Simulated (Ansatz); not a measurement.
`N[SiH2][SiH2]Cl` + H₂ → `N[SiH3]` + `[SiH3]Cl` at 700 K and 1 bar (hydrogenolysis of the Si–Si bond).

Calculated with Ansatz (gas phase, PBE0-D4/def2-TZVP geometries, no zero-point term in ΔE). CBS: MP2 limit from def2 TZ/QZ plus the TZ coupled-cluster correction, frozen cores. This one scheme is used for every species. One conformer a species, not always the lowest.

```tsv
species	CCSD(T)/CBS energy (Eh)	H − E (kJ/mol)	S (J/(mol·K))
`N[SiH2][SiH2]Cl`	-1096.31710	243.4	479.6
H₂	-1.17544	46.8	155.3
`N[SiH3]`	-346.80422	180.7	336.3
`[SiH3]Cl`	-750.69636	107.0	306.3
```

H − E and S are ideal-gas, rigid-rotor, harmonic terms from PBE0-D4/def2-TZVP, for one conformer and one mirror image of each species. For small species the MP2-based limit differs from directly extrapolated CCSD(T) by up to some mEh (0.8 for H₂); such offsets cancel only in part. 1 Eh = 2625.50 kJ/mol, R = 8.31446 J/(mol·K).

Q: By hand: ΔE, ΔH, ΔS and ΔG.

A: ΔE = (-346.80422) + (-750.69636) − (-1096.31710) − (-1.17544) = -0.00804 Eh = -21.1 kJ/mol. Δ(H − E) = 180.7 + 107.0 − 243.4 − 46.8 = -2.5, so ΔH = -23.6 kJ/mol. ΔS = 336.3 + 306.3 − 479.6 − 155.3 = 7.7 J/(mol·K). ΔG = -23.6 − 700 × (7.7)/1000 = -29.0 kJ/mol.

Q: By hand: the equilibrium constant, and the temperature at which ΔG would vanish if ΔH and ΔS stayed fixed.

A: log₁₀ K = −ΔG/(RT ln 10) = 2.2. ΔH and −TΔS have one sign here, so there is no such temperature.

The number of gas molecules stays the same, so ΔS is small and ΔH decides. A doubt of 5 kJ/mol in ΔE shifts log₁₀ K by 0.4 here. Other conformers and mirror images would add mixing entropy, several J/(mol·K) or more a flexible species. Modes under 60 cm⁻¹, often nearly free rotors, make the harmonic entropy too high. These are equilibria of isolated gas molecules and say nothing of rates. Largest T1 diagnostic: 0.010 (customary marks: 0.02 for closed shells, 0.045 for open ones).

ΔS is within the doubt of such terms, so its sign, and with it that verdict, could turn.
